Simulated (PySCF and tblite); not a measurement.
C₆H₆FNO, numbered as in [CH3:1][O:2][c:3]1[cH:4][cH:5][c:6]([F:7])[n:8][cH:9]1.

Free energies: PBE0-D3(BJ)/pcSseg-1 (IEF-PCM, benzene), SCF damping 0.3 on GFN2-xTB structures plus GFN2-xTB thermal terms, symmetry and mirror images included. Conformers within 2.5 kcal/mol (GFN2-xTB free energy) were kept, 3 at most. GIAO shieldings: PBE0/pcSseg-1 (IEF-PCM, benzene), SCF damping 0.3. Shifts are against TMS (¹H), TMS (¹³C), CFCl3 (¹⁹F), NH3 (¹⁵N) at the same level. (PySCF 2.14, tblite 0.8.)

Task: Predict the averaged NMR shifts at 298.15 K.

Result: ¹H: 8.10 (H9, 1H), 7.58 (H4, 1H), 7.15 (H5, 1H), 4.05 (H1, 3H) ppm. ¹³C: 167.8 (C6), 160.9 (C3), 138.1 (C9), 132.2 (C4), 115.4 (C5), 57.2 (C1) ppm. ¹⁹F: -85.2 (F7) ppm. ¹⁵N: 314.8 (N8) ppm.

Task: How do the conformers differ?

Result: Torsions listed: C1–O2–C3–C4.
| conformer | shape | weight % |
| --- | --- | --- |
| 1 | 180° | 57.8 |
| 2 | 0° | 42.2 |

```
signal      1      2  average
    H1   4.07   4.03     4.05
    H4   7.74   7.35     7.58
    H5   7.17   7.13     7.15
    H9   7.95   8.32     8.10
    C1   57.3   57.0     57.2
    C3  160.7  161.1    160.9
    C4  137.2  125.5    132.2
    C5  116.0  114.5    115.4
    C6  167.8  167.7    167.8
    C9  133.6  144.2    138.1
    F7  -84.1  -86.7    -85.2
    N8  312.8  317.5    314.8
```

Unscaled ¹⁹F and ¹⁵N shifts at such levels can be off by tens of ppm; differences between conformers or isomers are more reliable. Shifts are unscaled: against experiment ¹³C can be off by 15 ppm or more and ¹H by 0.8 ppm.


¹⁵N shifts are against a computed isolated NH3 molecule, about 20 ppm from the liquid.

Conformer gaps in pcSseg-1 on xTB geometries can be 2 kcal/mol off for S=O, P=O and other polar bonds.